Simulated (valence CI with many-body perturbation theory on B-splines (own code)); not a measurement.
# Ag XV in brief

Calculated by relativistic CI+MBPT: five valence electrons over a frozen Dirac-Fock core [Ar] 3d10, a basis of 9 s, 9 p, 8 d, 6 f, 3 g, 1 h functions for each j, with the one-electron correlation potential Σ1, the two-electron term Σ2, the three-electron term Σ3, Breit, model QED; selected CI, second order for the rest (own B-spline code, finite nucleus).

No measured levels were compared; by estimate levels hold to about 250 cm⁻¹ or 0.2 % of their energy and the worst to 1 %, as in measured heavy ions of charge 2 to 7; those with d or f electrons hold less well. Among the levels kept, up to 340 cm⁻¹ of a level comes from second order outside the variational space, and about a tenth of that is noise between levels of different J, which matters for small intervals.

Names give the largest LS component (configuration and term), which can be under half, so a name can repeat, a term be missing and a line seem to break the LS rules; names also repeat where a configuration has a term twice.

Rates and lifetimes use the calculated energies. Strong lines usually hold to 10 to 20 %, long lifetimes can be off by a factor of two.

(1) What is the ground level?

(2) What are the static dipole polarisabilities of the lowest levels?

(3) Name the longest-lived excited levels whose lifetime is computed, and their main decay.

(4) Among levels below 815050 cm⁻¹, which E1 lines absorb most strongly from the ground level?

(5) Where does the other parity begin?

(6) What is the ionisation energy?

(7) How well does LS coupling describe the low levels?

Results:

(1) 4s2 4p3 4S°_3/2, composition 61 % 4s2 4p3 4S° + 25 % 4s2 4p3 2P° + 12 % 4s2 4p3 2D°, g = 1.686.

(2) 4s2 4p3 4S°_3/2 0.512 (tensor 0.015); 4s2 4p3 2D°_3/2 0.522 (tensor 0.024); 4s2 4p3 2D°_5/2 0.523; 4s2 4p3 2P°_1/2 0.520 bohr³, of which the core gives 0.0271.

(3) 4s2 4p3 2D°_5/2 at 61502 cm⁻¹ lives 2.97 ms, mostly by M1 to 4s2 4p3 4S°_3/2; 4s2 4p3 2D°_3/2 at 45233 cm⁻¹ lives 580 μs, mostly by M1 to 4s2 4p3 4S°_3/2; 4s2 4p3 2P°_1/2 at 87016 cm⁻¹ lives 313 μs, mostly by M1 to 4s2 4p3 4S°_3/2. The lifetime of 4s2 4p2 4d 4F_9/2 is too uncertain to give, and may be longer.

(4) to 4s2 4p2 4d 4P_5/2 at 16.71 nm, f = 0.988; to 4s2 4p2 4d 4P_3/2 at 16.56 nm, f = 0.616; to 4s2 4p2 4d 4P_1/2 at 16.54 nm, f = 0.310.

(5) At 4s 4p4 4P_5/2, 327300 cm⁻¹.

(6) 348.88 eV; NIST lists 347 ± 3 eV (theoretical).

(7) Among the lowest 20 levels the leading LS term, summed over configurations, holds 74 % on average. For single configurations the figures are 68 % in LS and 71 % in jj coupling. Terms mix most in the J = 1/2 level at 455320 cm⁻¹, where the leading one holds 49 %.
